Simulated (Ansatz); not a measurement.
Ansatz (an electronic-structure program) input (PBE-QIDH/def2-TZVPD):

Ansatz 0.2 input:
```yaml
crystal:
  periodic: [false, false, false]
  atoms:
    - {symbol: C, position_ang: [-2.99638434, -0.77388137, -0.65880699]}
    - {symbol: C, position_ang: [-2.25867451, 0.01858898, 0.10526688]}
    - {symbol: Ge, position_ang: [-0.32674209, 0.03157839, 0.04411417]}
    - {symbol: Br, position_ang: [0.45195496, 2.13784440, -0.52136063]}
    - {symbol: Br, position_ang: [0.55326767, -0.50184073, 2.11861031]}
    - {symbol: Br, position_ang: [0.46125571, -1.49211075, -1.50965056]}
    - {symbol: H, position_ang: [-4.07930624, -0.75853706, -0.60190564]}
    - {symbol: H, position_ang: [-2.55663400, -1.46558069, -1.36730748]}
    - {symbol: H, position_ang: [-2.70470133, 0.70911119, 0.81283125]}
basis:
  gaussian:
    orbitals: def2-TZVPD
hamiltonian:
  xc: {name: PBE-QIDH}
magnetization: {spin_polarized: false}
correlation: {electrons: outside_noble_gas}
```

Output:

```
Functional definition: PBE-QIDH
integrals: 1.12 GiB planned
2129 factors; integrals over basis functions are off by at most 1.1e-3 eV
0.48 GiB of the device are held for the grids
2.55 GiB of device memory are held for the factors and their scratch space
mean field: 3.47 GiB planned
mean field evaluation 1: about -268698.4338 eV, gradient 3.6e1 eV
mean field evaluation 2: about -268698.5662 eV, gradient 3.6e1 eV
mean field evaluation 4: about -268701.7641 eV, gradient 4.6e0 eV
mean field evaluation 8: about -268701.8065 eV, gradient 4.0e-1 eV
mean field evaluation 16: about -268701.8070 eV, gradient 3.5e-4 eV
mean field -268701.80702306 eV, -9874.6092754712 hartree, gradient 6.0e-6 eV, S^2 0.000000; 0 other end points of the search recorded, 0 dependent functions left out
58 core orbitals not correlated
reference -268701.80704337 eV, -9874.6092762174 hartree; 18, 18 occupied and 250, 250 virtual orbitals, 2129 factors
second order -27.89480767 eV of doubles, -0.00000000 eV of singles
Total energy: -268711.10531259 eV, -9874.9509813087 hartree
```
